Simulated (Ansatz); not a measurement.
A nudged elastic band was laid between two geometries of F3HOSi + H2S (9 atoms, charge 0, multiplicity 1).

Theory: RHF/def2-SVP in Ansatz 0.2.0.

| Property | Result |
| --- | --- |
| movable images | 5 |
| climbing image | yes |
| spring | 5.0 eV/Å² |
| optimiser | quadratic models (default) |
| start path | through a guess of the saddle point |
| force threshold | 0.05 eV/Å |
| iteration limit | 60 |
| end points | relaxed |

Image 0:

```xyz
9
Properties=species:S:1:pos:R:3
Si -0.768 0.365 -0.955
O 0.125 1.392 -0.104
F 0.070 -0.912 -1.347
F -1.254 1.056 -2.295
F -2.055 -0.107 -0.180
H 1.516 -0.411 1.954
S 0.808 -1.529 2.127
H 0.170 2.313 -0.309
H 1.388 -2.167 1.108
```

Image 6:

```xyz
9
Properties=species:S:1:pos:R:3
Si -0.954 -0.586 -0.497
O 1.355 1.105 0.555
F 0.028 -0.196 -1.683
F -1.498 0.785 0.093
F -2.196 -1.311 -1.163
H 0.846 1.872 0.774
S -0.153 -1.899 0.916
H 1.754 1.291 -0.283
H 0.819 -1.060 1.286
```

Problem. What changes between the two ends?

Solution. Bonds broken: Si1–O2, H6–S7. Bonds formed: Si1–S7, O2–H6. F3HOSi + H2S becomes F3HSSi + H2O.

Problem. Give the energies along the band, and the barrier.

Solution. It converged. The highest image is number 2 of 0 to 6, 201.2 kJ/mol above the first end and 156.4 kJ/mol above the last; the last end lies 44.8 kJ/mol above the first. Neighbouring images differ by up to 1.9 eV, so the band resolves the path poorly. A vibrational analysis at the climbing image gives one clearly imaginary mode, 1504i cm⁻¹: a first-order saddle point. The orbitals stay closed-shell, which can raise the energy where a bond breaks towards radicals; this wasn't checked here.

| image | path coordinate (Å) | energy (kJ/mol) | Si1–O2 (Å) | H6–S7 (Å) | Si1–S7 (Å) |
| --- | --- | --- | --- | --- | --- |
| 0 | 0.00 | 0.0 | 1.60 | 1.33 | 3.95 |
| 1 | 1.14 | 15.7 | 1.61 | 1.34 | 3.36 |
| 2 | 2.29 | 201.2 | 1.74 | 1.69 | 2.46 |
| 3 | 3.42 | 132.1 | 2.07 | 2.55 | 2.18 |
| 4 | 4.55 | 71.7 | 2.90 | 2.88 | 2.11 |
| 5 | 5.69 | 52.0 | 3.12 | 3.49 | 2.09 |
| 6 | 6.82 | 44.8 | 3.05 | 3.90 | 2.09 |

Problem. What is the geometry of the highest image?

Solution. 
```xyz
9
Properties=species:S:1:pos:R:3
Si -0.584 -0.067 -0.543
O 0.399 1.100 0.298
F 0.109 -1.129 -1.501
F -0.970 1.019 -1.674
F -2.040 -0.331 0.028
H 0.748 0.392 1.141
S 0.368 -1.231 1.409
H 0.537 2.009 0.046
H 1.431 -1.761 0.797
```

The band took 37 iterations and roughly 13 core-minutes.

The run took 6.9 min on 2 threads of Arm Neoverse N1, on a shared host, peak memory 0.24 GiB.
